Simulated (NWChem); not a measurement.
System: CdNH2I; SMILES [NH2][Cd][I]

Parts of the log:

```
             Northwest Computational Chemistry Package (NWChem) 7.3.0
             --------------------------------------------------------

 C1  symmetry detected

                             Geometry "geometry" -> ""
                             -------------------------

 Output coordinates in angstroms (scale by  1.889725989 to convert to a.u.)

  No.       Tag          Charge          X              Y              Z
 ---- ---------------- ---------- -------------- -------------- --------------
    1 Cd                  48.0000     0.00082584     1.07725939    -0.01569019
    2 I                   53.0000    -0.00025093    -1.51577910     0.00845903
    3 N                    7.0000    -0.00324141     3.08627077     0.13204325
    4 H                    1.0000    -0.81666001     3.51050112    -0.31378469
    5 H                    1.0000     0.81300850     3.51344520    -0.30571741

 Effective nuclear repulsion energy (a.u.)     688.2940472108

                                 NWChem DFT Module
                                 -----------------

 Summary of "ao basis" -> "ao basis" (spherical)
 ------------------------------------------------------------------------------
       Tag                 Description            Shells   Functions and Types
 ---------------- ------------------------------  ------  ---------------------
 Cd                        def2-svpd                12       34   5s4p2d1f
 I                         def2-svpd                13       35   5s5p3d
 N                         def2-svpd                 8       20   4s2p2d
 H                         def2-svpd                 4        8   2s2p

            General Information
            -------------------
          SCF calculation type: DFT
          Wavefunction type:  closed shell.
          No. of atoms     :     5
          No. of electrons :    54
           Alpha electrons :    27
            Beta electrons :    27
          Charge           :     0
          Spin multiplicity:     1
          Use of symmetry is: off; symmetry adaption is: off
          Maximum number of iterations: 150
          AO basis - number of functions:   105
                     number of shells:    41
          Convergence on energy requested:  1.00D-06
          Convergence on density requested:  1.00D-05
          Convergence on gradient requested:  5.00D-04

[...]

                                NWChem TDDFT Module
                                -------------------

            General Information
            -------------------
           No. of orbitals :     210
            Alpha orbitals :     105
             Beta orbitals :     105
        Alpha frozen cores :       0
         Beta frozen cores :       0
     Alpha frozen virtuals :       0
      Beta frozen virtuals :       0
         Spin multiplicity :       1
    Number of AO functions :     105
        Use of symmetry is : off
      Symmetry adaption is : off
         Schwarz screening :  0.10D-07

              XC Information
              --------------
                  PBE0 Method XC Functional
              Hartree-Fock (Exact) Exchange   0.25
   PerdewBurkeErnzerhof Exchange Functional   0.75
     Perdew 1991 LDA Correlation Functional   1.00 local
    PerdewBurkeErnz. Correlation Functional   1.00 non-local

             TDDFT Information
             -----------------
          Calculation type : Tamm-Dancoff TDDFT
         Wavefunction type : Restricted singlets
          No. of electrons :      54
           Alpha electrons :      27
            Beta electrons :      27
              No. of roots :       6
          Max subspacesize :    5200
            Max iterations :     100
               Target root :       1
           Target symmetry : none
      Symmetry restriction : off
                 Algorithm : Optimal
        Davidson threshold :  0.10D-03

    6 smallest eigenvalue differences (eV)
--------------------------------------------------------
  No. Spin  Occ  Vir  Irrep   E(Occ)    E(Vir)   E(Diff)
--------------------------------------------------------
    1    1   27   28 a        -0.265    -0.057     5.669
    2    1   26   28 a        -0.277    -0.057     5.982
    3    1   25   28 a        -0.280    -0.057     6.072
    4    1   27   29 a        -0.265    -0.020     6.663
    5    1   27   30 a        -0.265    -0.009     6.962
    6    1   26   29 a        -0.277    -0.020     6.976
--------------------------------------------------------

  Entering Davidson iterations
  Restricted singlet excited states

  Iter   NTrls   NConv    DeltaV     DeltaE      Time
  ----  ------  ------  ---------  ---------  ---------
    1      6       0     0.14E+00   0.10+100       30.0
    2     12       0     0.29E-01   0.35E-01       26.1
    3     18       0     0.10E-01   0.10E-02       22.9
    4     24       0     0.38E-02   0.11E-03       29.5
    5     30       1     0.14E-01   0.28E-02       33.1
    6     35       4     0.22E-02   0.23E-03       41.5
    7     37       5     0.72E-03   0.11E-04       36.1
    8     38       5     0.26E-03   0.10E-05       33.4
    9     39       6     0.69E-04   0.11E-06       34.2
  ----  ------  ------  ---------  ---------  ---------
  Convergence criterion met

  Ground state a        -521.342301577798 a.u.

  ----------------------------------------------------------------------------
  Root   1 singlet a              0.165078570 a.u.                4.4920 eV
  ----------------------------------------------------------------------------
     Transition Moments    X -0.00198   Y  0.60553   Z  0.08408
     Dipole Oscillator Strength                    0.0411315462
     Electric Quadrupole                           0.0000002330
     Magnetic Dipole                               0.0000002038
     Total Oscillator Strength                     0.0411319830

[...]
```

Level: PBE0/def2-SVPD with def2 effective core potentials on Cd, I, TDA. All runs use the structure optimised with PBE0/def2-SVP. No frequency run checked for a minimum. def2 effective core potentials on Cd, I; no spin-orbit coupling.

### Question
Write an input that gives this output.

### Answer
This is not unique; one that fits is the input that was run:
```
start job
memory heap 200 mb stack 900 mb global 1100 mb
geometry units angstroms noautoz
  Cd     0.393532    -0.929029     0.001147
  I     -0.307510     1.567562     0.003692
  N      1.096554    -2.816813     0.001412
  H      0.820597    -3.338034    -0.830790
  H      0.762544    -3.359678     0.797723
end
basis spherical
  * library def2-svpd
end
ecp
  Cd library def2-ecp
  I library def2-ecp
end
dft
  xc pbe0
  iterations 150
end
tddft
  cis
  nroots 6
  notriplet
end
task tddft energy
```
